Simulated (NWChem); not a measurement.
System: CaClF; SMILES [Cl][Ca][F]

All runs: NWChem. Each level has its own optimisation; frequencies are unscaled.

For level PBE0/def2-SVP:

r Ca–F (Å): 1.955
r Ca–Cl (Å): 2.465
highest harmonic frequency (cm⁻¹): 634
lowest (cm⁻¹): 67

What are these values for level B3LYP/3-21G?


* **r Ca–F (Å)**: 2.086
* **r Ca–Cl (Å)**: 2.651
* **highest harmonic frequency (cm⁻¹)**: 520
* **lowest (cm⁻¹)**: 45
